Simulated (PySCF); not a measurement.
Shifts of the heteroatoms

Atoms are numbered as in `[CH3:1][c:2]1[n:3][cH:4][cH:5][n:6][c:7]1[F:8]`. Each H is labelled by its parent atom.

[PySCF: structure optimised with GFN2-xTB; GIAO PBE0/pcSseg-1 shieldings; one averaged value for each set of equivalent atoms; in vacuum; non-relativistic; a single conformation]

Q: Where does ¹⁹F resonate?

A: 
| atoms | environment | σ (ppm) | δ (ppm) |
| --- | --- | --- | --- |
| F8 | aryl fluorine | 252.1 | -81.5 |

Shieldings were converted by a linear fit to measured shifts: ¹⁹F (scatter 6.0 ppm rms, 7.0 ppm with the 5 outliers that the fit left out vs CFCl3, solution or neat liquid, with a term for F on sp3 carbon). A few per cent of atoms miss by over 2 rms, more outside the fitted compound classes.

On a 300 MHz spectrometer ¹⁹F resonates near 282.3 MHz, so 1 ppm is 282.3 Hz.

Q: Where does ¹⁵N resonate?

A: 
```json
{"atoms": "N3", "environment": "pyridine-type ring nitrogen", "σ (ppm)": "-124.6", "δ (ppm)": "-33.3"}
{"atoms": "N6", "environment": "pyridine-type ring nitrogen", "σ (ppm)": "-64.9", "δ (ppm)": "-88.2"}
```

Shieldings were converted by a linear fit to measured shifts: ¹⁵N: δ = -148.07 − 0.921σ (rms 6.3 ppm, 71 shifts vs CH3NO2, solution or neat liquid). Occasional misses reach two or three times the rms, and more in compound classes unlike the fitted ones.

On a 400 MHz spectrometer ¹⁵N resonates near 40.5 MHz, so 1 ppm is 40.5 Hz.
